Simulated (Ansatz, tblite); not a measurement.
Cost and result up the ladder for the cluster PbF2 (3 atoms). The state is a singlet with charge 0. Geometry: PBE0-D4/def2-TZVP.

| atom | x (Å) | y (Å) | z (Å) |
| --- | --- | --- | --- |
| Pb1 | -0.724 | -0.138 | 0.528 |
| F2 | 1.270 | -0.393 | 0.860 |
| F3 | -0.546 | 0.531 | -1.388 |

Ansatz on 4 threads of Arm Neoverse V1 on a shared host; xTB runs through tblite on one thread. Times are rough, summed over both states, and most runs start from the orbitals of an earlier one. CCSD(T)/def2-TZVPP serves as the yardstick here, not as an exact answer. The other state is a triplet at its own geometry.

In the def2 sets Pb takes a core potential; there is no spin–orbit coupling. The xTB rows come from tblite. Correlated methods freeze 6 core orbitals; core or outer-core shells of Pb are correlated, in sets that lack core-valence functions. The structure comes from a short search, and lower isomers may exist.

Correlated methods converge slowly with the basis.

xTB has no spin-polarisation term.

```csv
level,functions,wall time,triplet − singlet (eV),difference from CCSD(T)/def2-TZVPP (eV)
GFN1-xTB,12,0.002 s,4.43,0.13
GFN2-xTB,12,0.002 s,4.23,-0.07
LDA (SPW92)/def2-TZVP,112,1.1 s,4.14,-0.15
PBE-D4/def2-TZVP,112,1.8 s,3.92,-0.37
revPBE-D4/def2-TZVP,112,1.9 s,3.87,-0.42
MP2/def2-TZVP,112,2 s,4.62,0.33
PBE0-D4/def2-TZVP,112,3 s,4.00,-0.29
CAM-B3LYP-D4/def2-TZVP,112,3.1 s,4.15,-0.14
RPA@PBE/def2-TZVP,112,3.5 s,3.93,-0.36
r2SCAN-D4/def2-TZVP (with forces),112,4.3 s,3.90,-0.40
ωB97X-V/def2-TZVP,112,7.6 s,4.22,-0.07
ωB97M-V/def2-TZVP,112,9.2 s,4.14,-0.16
CCSD(T)/def2-TZVPP,112,15 s,4.29,0.00
```
